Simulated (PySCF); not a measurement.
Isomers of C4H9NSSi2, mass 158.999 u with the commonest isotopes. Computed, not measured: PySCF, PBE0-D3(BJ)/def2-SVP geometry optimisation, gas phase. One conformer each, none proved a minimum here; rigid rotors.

Question: Order these by rotational constant C, smallest first.
A. `[SiH3]N([SiH3])C1=CSC=C1`
B. `[CH3:1][S:2][SiH2:3]/[CH:4]=[C:5](\[SiH3:6])[C:7]#[N:8]` with C1–S2–Si3–C4 178°, S2–Si3–C4–C5 178°
C. `[SiH3]N([SiH3])c1cccs1`

Answer: B (413.7 MHz), A (600.5 MHz), C (655.3 MHz).

Question: Order these by out-of-plane moment Σ m c² = (Ia + Ib − Ic)/2, largest first.
A. `[CH3:1][S:2][SiH2:3]/[CH:4]=[C:5](\[SiH3:6])[C:7]#[N:8]` with C1–S2–Si3–C4 178°, S2–Si3–C4–C5 178°
B. `[SiH3]N([SiH3])c1ccsc1`
C. `[SiH3]N([SiH3])c1cccs1`

Answer: B (14.98 u·Å²), A (7.65 u·Å²), C (7.07 u·Å²).

Question: Order these by radius of gyration √(Σ m r²/M), smallest first.
A. `[CH3:1][S:2][SiH2:3]/[CH:4]=[C:5](\[SiH3:6])[C:7]#[N:8]` with C1–S2–Si3–C4 178°, S2–Si3–C4–C5 178°
B. `[SiH3]N([SiH3])c1ccsc1`
C. `[SiH3]N([SiH3])C1=CC=CS1`

Answer: C (2.212 Å), B (2.321 Å), A (2.781 Å).

```tsv
SMILES	point group	Ia (u·Å²)	Ib (u·Å²)	Ic (u·Å²)	κ	μa (D)	μb (D)	μc (D)
[SiH3]N([SiH3])c1ccsc1	C1	235.19	636.41	841.64	-0.75	0.33	0.39	0.13
[SiH3]N([SiH3])c1cccs1	C1	257.81	527.49	771.16	-0.54	0.54	0.33	0.04
CS[SiH2]/C=C(\[SiH3])C#N	near Cs	206.74	1030.24	1221.68	-0.92	3.55	3.45	0.07
```
